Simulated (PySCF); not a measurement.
Ti(Cl)2(OH)2 (Cl₂H₂O₂Ti), SMILES [OH][Ti]([OH])([Cl])[Cl], multiplicity 1.

The structure is a stationary point at ωB97X-D3(BJ)/def2-SVP. The geometry has at least one imaginary mode, so it is a saddle point at that level. The spin state was assumed, not searched. The structure was generated by enumeration; whether it is a known compound was not checked. Other conformers were not sampled.

Two levels are set side by side: TDDFT-PBE/def2-SVPD (PySCF) and TDDFT-PBE0/def2-SVPD (PySCF). Vertical, same geometry. The lowest singlet is HOMO−1→LUMO 100 % with PBE and HOMO−1→LUMO 100 % with the other functional; states are paired by order. Differences are taken from unrounded values.

| quantity | TDDFT-PBE |
|---|---|
| lowest singlet excitation (eV) | 4.24 |
| lowest triplet excitation (TDA) (eV) | 3.97 |

Task: These are the TDDFT-PBE values. What does TDDFT-PBE0 give? (An estimate is asked for; the answer gives what the named calculation found.)

Result: 
| quantity | TDDFT-PBE0 | TDDFT-PBE minus TDDFT-PBE0 |
|---|---|---|
| lowest singlet excitation (eV) | 4.84 | -0.61 |
| lowest triplet excitation (TDA) (eV) | 4.51 | -0.54 |

Functionals without exact exchange tend to place singlet excitations lower, as here. Differences between two approximate levels are no errors against the true value.

Rough cost on one machine, each run with all the roots and properties that it gave: TDDFT-PBE0 against TDDFT-PBE about 4 times.
